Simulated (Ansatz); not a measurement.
Nudged elastic band run: H₅NO₂Si₂

Input:

```yaml
crystal:
  periodic: [false, false, false]
  atoms:
    - { symbol: "N", position_ang: [-1.005363, -0.582555, -1.013845] }
    - { symbol: Si, position_ang: [-0.528488, -1.254983, 0.433594] }
    - { symbol: O, position_ang: [0.44947, -0.508718, 1.412797] }
    - { symbol: Si, position_ang: [1.424536, 1.088638, 1.163731] }
    - { symbol: O, position_ang: [0.885962, 1.332449, -0.505114] }
    - { symbol: H, position_ang: [-0.553815, 0.334045, -1.19672] }
    - { symbol: H, position_ang: [-1.621818, -0.974939, -1.716445] }
    - { symbol: H, position_ang: [-0.923285, -2.65554, 0.683679] }
    - { symbol: H, position_ang: [0.299068, 1.893297, 1.825168] }
    - { symbol: H, position_ang: [1.656833, 1.277006, -1.084045] }
basis:
  gaussian: { orbitals: def2-SVP }
hamiltonian:
  xc: r2scan
neb:
  order_check: false
  images: 5
  f_tol: 0.03
  max_iterations: 58
  final_atoms:
    - { symbol: "N", position_ang: [-0.6564281, -0.32700659, -1.19034393] }
    - { symbol: Si, position_ang: [-1.21393184, -1.10952503, 0.6224202] }
    - { symbol: O, position_ang: [-0.13143425, -0.03395493, 1.55832872] }
    - { symbol: Si, position_ang: [0.97736312, 1.04979452, 1.15273399] }
    - { symbol: O, position_ang: [1.31817313, 1.38394623, -0.32329028] }
    - { symbol: H, position_ang: [-1.40980775, 0.20930174, -1.62535923] }
    - { symbol: H, position_ang: [-0.3919818, -1.06377118, -1.84809616] }
    - { symbol: H, position_ang: [-0.15646444, -2.2057016, 0.40120608] }
    - { symbol: H, position_ang: [1.57749679, 1.71810187, 2.32569297] }
    - { symbol: H, position_ang: [0.17011514, 0.32751497, -1.07049235] }
  initial_path:
    images:
      - { positions_ang: [[-1.005363, -0.582555, -1.013845], [-0.528488, -1.254983, 0.433594], [0.44947, -0.508718, 1.412797], [1.424536, 1.088638, 1.163731], [0.885962, 1.332449, -0.505114], [-0.553815, 0.334045, -1.19672], [-1.621818, -0.974939, -1.716445], [-0.923285, -2.65554, 0.683679], [0.299068, 1.893297, 1.825168], [1.656833, 1.277006, -1.084045]] }
      - { positions_ang: [[-1.13185227, -0.59040844, -0.99880973], [-0.64718468, -1.20962427, 0.47132761], [0.34390816, -0.37394144, 1.23759794], [1.37880459, 1.02981287, 1.19260526], [1.229009, 1.32622368, -0.41041117], [-1.09692413, 0.2647778, -1.09364663], [-1.3769551, -0.99609847, -1.71857615], [-0.63936588, -2.54508648, 0.53419807], [0.34842392, 1.95850966, 1.80977475], [1.6752364, 1.08453509, -1.02125995]] }
      - { positions_ang: [[-1.25834153, -0.59826188, -0.98377446], [-0.76588136, -1.16426553, 0.50906122], [0.23834632, -0.23916488, 1.06239888], [1.33307317, 0.97098775, 1.22147953], [1.57205599, 1.31999836, -0.31570834], [-1.64003327, 0.1955106, -0.99057326], [-1.1320922, -1.01725794, -1.7207073], [-0.35544676, -2.43463297, 0.38471714], [0.39777984, 2.02372231, 1.7943815], [1.69363979, 0.89206419, -0.9584749]] }
      - { positions_ang: [[-1.3848308, -0.60611533, -0.9687392], [-0.88457803, -1.1189068, 0.54679484], [0.13278448, -0.10438832, 0.88719983], [1.28734176, 0.91216262, 1.25035379], [1.91510299, 1.31377304, -0.22100552], [-2.1831424, 0.1262434, -0.88749989], [-0.8872293, -1.03841741, -1.72283846], [-0.07152764, -2.32417945, 0.23523621], [0.44713576, 2.08893497, 1.77898825], [1.71204319, 0.69959328, -0.89568986]] }
      - { positions_ang: [[-1.1420299, -0.51307908, -1.04260744], [-0.99436264, -1.11577954, 0.57200329], [0.04471157, -0.08091052, 1.11090946], [1.18401555, 0.95803992, 1.21781386], [1.71612637, 1.3371641, -0.25510044], [-1.92536419, 0.15392951, -1.133453], [-0.7221468, -1.04686866, -1.76459103], [-0.0998399, -2.28468684, 0.2905595], [0.82392277, 1.96532394, 1.96122315], [1.19806717, 0.57556718, -0.95395735]] }
      - { positions_ang: [[-0.899229, -0.42004284, -1.11647569], [-1.10414724, -1.11265229, 0.59721174], [-0.04336134, -0.05743273, 1.33461909], [1.08068933, 1.00391722, 1.18527392], [1.51714975, 1.36055517, -0.28919536], [-1.66758597, 0.18161563, -1.37940612], [-0.5570643, -1.05531992, -1.80634359], [-0.12815217, -2.24519422, 0.34588279], [1.20070978, 1.8417129, 2.14345806], [0.68409116, 0.45154107, -1.01222485]] }
      - { positions_ang: [[-0.6564281, -0.32700659, -1.19034393], [-1.21393184, -1.10952503, 0.6224202], [-0.13143425, -0.03395493, 1.55832872], [0.97736312, 1.04979452, 1.15273399], [1.31817313, 1.38394623, -0.32329028], [-1.40980775, 0.20930174, -1.62535923], [-0.3919818, -1.06377118, -1.84809616], [-0.15646444, -2.2057016, 0.40120608], [1.57749679, 1.71810187, 2.32569297], [0.17011514, 0.32751497, -1.07049235]] }
```

Command:

```bash
$ ansatz run input.yaml --threads 2 --pin off --max-ram 3072MiB --backend cpu --events-out ev --progress --plain --runs-dir out
```

Output, in part (warnings, iteration lines, the closing report on the highest movable image, with atoms numbered from 0):

```
NEB end point (image 0): max|allowed force component| = 1.157e-2 eV/Å (the criterion of neb.relax_end_points is 1.000e-2)
NEB end point (image 6): max|allowed force component| = 1.130e-2 eV/Å (the criterion of neb.relax_end_points is 1.000e-2)
NEB iter   1: max|band force component| = 1.544e1 eV/Å  barrier→ = 4.6375 eV  barrier← = 5.2111 eV  Δτ_max = 0.2000 Å  (417 SCF iters)
NEB iter   2: max|band force component| = 2.939e0 eV/Å  barrier→ = 1.4226 eV  barrier← = 1.9962 eV  Δτ_max = 0.2000 Å  (310 SCF iters)
NEB iter   3: max|band force component| = 2.896e0 eV/Å  barrier→ = 0.8549 eV  barrier← = 1.4284 eV  Δτ_max = 0.1993 Å  (292 SCF iters)
NEB iter   4: max|band force component| = 9.705e-1 eV/Å  barrier→ = 0.4965 eV  barrier← = 1.0701 eV  Δτ_max = 0.1955 Å  (309 SCF iters)
NEB iter   5: max|band force component| = 4.717e-1 eV/Å  barrier→ = 0.2604 eV  barrier← = 0.8340 eV  CI = image 3  Δτ_max = 0.2000 Å  (296 SCF iters)
NEB iter   6: max|band force component| = 1.042e0 eV/Å  barrier→ = 0.2642 eV  barrier← = 0.8377 eV  CI = image 1  Δτ_max = 0.1003 Å  (295 SCF iters)
NEB iter   7: max|band force component| = 3.918e-1 eV/Å  barrier→ = 0.1385 eV  barrier← = 0.7121 eV  CI = image 3  Δτ_max = 0.1996 Å  (264 SCF iters)
NEB iter   8: max|band force component| = 5.059e-1 eV/Å  barrier→ = 0.0910 eV  barrier← = 0.6646 eV  CI = image 3  Δτ_max = 0.1000 Å  (272 SCF iters)
NEB iter   9: max|band force component| = 2.634e-1 eV/Å  barrier→ = 0.0848 eV  barrier← = 0.6584 eV  CI = image 3  Δτ_max = 0.0994 Å  (262 SCF iters)
NEB iter  10: max|band force component| = 3.149e-1 eV/Å  barrier→ = 0.0812 eV  barrier← = 0.6548 eV  CI = image 3  Δτ_max = 0.0500 Å  (271 SCF iters)
NEB iter  11: max|band force component| = 2.803e-1 eV/Å  barrier→ = 0.0800 eV  barrier← = 0.6536 eV  CI = image 3  Δτ_max = 0.0500 Å  (266 SCF iters)
NEB iter  12: max|band force component| = 3.866e-1 eV/Å  barrier→ = 0.0793 eV  barrier← = 0.6529 eV  CI = image 3  Δτ_max = 0.0250 Å  (274 SCF iters)
NEB iter  13: max|band force component| = 2.797e-1 eV/Å  barrier→ = 0.0790 eV  barrier← = 0.6526 eV  CI = image 3  Δτ_max = 0.0250 Å  (272 SCF iters)
NEB iter  14: max|band force component| = 1.344e-1 eV/Å  barrier→ = 0.0789 eV  barrier← = 0.6525 eV  CI = image 3  Δτ_max = 0.0499 Å  (271 SCF iters)
NEB iter  15: max|band force component| = 1.756e-1 eV/Å  barrier→ = 0.0789 eV  barrier← = 0.6525 eV  CI = image 3  Δτ_max = 0.0250 Å  (255 SCF iters)
NEB iter  16: max|band force component| = 9.192e-2 eV/Å  barrier→ = 0.0789 eV  barrier← = 0.6525 eV  CI = image 3  Δτ_max = 0.0333 Å  (241 SCF iters)
NEB iter  17: max|band force component| = 1.116e-1 eV/Å  barrier→ = 0.0789 eV  barrier← = 0.6525 eV  CI = image 3  Δτ_max = 0.0125 Å  (242 SCF iters)
NEB iter  18: max|band force component| = 4.217e-2 eV/Å  barrier→ = 0.0789 eV  barrier← = 0.6525 eV  CI = image 3  Δτ_max = 0.0058 Å  (242 SCF iters)
NEB iter  19: max|band force component| = 4.874e-2 eV/Å  barrier→ = 0.0789 eV  barrier← = 0.6525 eV  CI = image 3  Δτ_max = 0.0029 Å  (215 SCF iters)
NEB iter  20: max|band force component| = 1.839e-2 eV/Å  barrier→ = 0.0789 eV  barrier← = 0.6525 eV  CI = image 3  Δτ_max = 0.0000 Å  (453 SCF iters)
Total energy: -21408.23903929 eV, -786.7382736684 hartree
Atom 0 at    -0.874143    -0.664413    -1.130589 Å, force     0.000695    -0.001245    -0.000306 eV/Å
Atom 1 at    -0.928210    -1.094846     0.559092 Å, force    -0.001447     0.000158     0.000554 eV/Å
Atom 2 at     0.274070    -0.310683     1.397150 Å, force     0.000556     0.000214     0.000132 eV/Å
Atom 3 at     1.397829     0.910717     1.099539 Å, force     0.000444    -0.000260     0.000183 eV/Å
Atom 4 at     1.008665     1.683419    -0.344041 Å, force    -0.000072     0.000984    -0.000199 eV/Å
Atom 5 at    -1.176620     0.270689    -1.396141 Å, force    -0.000203     0.000075     0.000438 eV/Å
Atom 6 at    -1.199460    -1.344081    -1.816154 Å, force    -0.000020     0.000534    -0.000511 eV/Å
Atom 7 at    -0.702320    -2.578346     0.604796 Å, force     0.000269     0.000129    -0.000194 eV/Å
Atom 8 at     1.167243     1.970329     2.141058 Å, force    -0.000140    -0.000098    -0.000090 eV/Å
Atom 9 at     1.116046     1.105914    -1.111912 Å, force    -0.000081    -0.000492    -0.000006 eV/Å
Dipole moment:    -0.286290    -0.249226    -0.573002 e Å
```

The forces met the threshold. A vibrational analysis at the climbing image gives one clearly imaginary mode, 183i cm⁻¹: a first-order saddle point. The orbitals stay closed-shell, which can raise the energy where a bond breaks towards radicals; this wasn't checked here.

Final band (atoms are numbered from 1 in the order of the input):

| image | path coordinate (Å) | energy (kcal/mol) | O5–H10 (Å) | N1–H10 (Å) | height of N1 over the plane of its neighbours (Å) |
| --- | --- | --- | --- | --- | --- |
| 0 | 0.00 | 0.0 | 0.97 | 3.25 | 0.02 |
| 1 | 0.58 | 0.4 | 0.97 | 3.24 | -0.04 |
| 2 | 1.16 | 1.2 | 0.97 | 3.06 | -0.16 |
| 3 | 1.75 | 1.8 | 0.97 | 2.66 | -0.26 |
| 4 | 2.52 | 0.1 | 0.99 | 2.03 | -0.35 |
| 5 | 3.30 | -5.9 | 1.47 | 1.19 | -0.46 |
| 6 | 4.08 | -13.2 | 1.73 | 1.06 | -0.39 |

The run took 9.9 min on 2 threads of Arm Neoverse V2, on a shared host, peak memory 0.22 GiB.
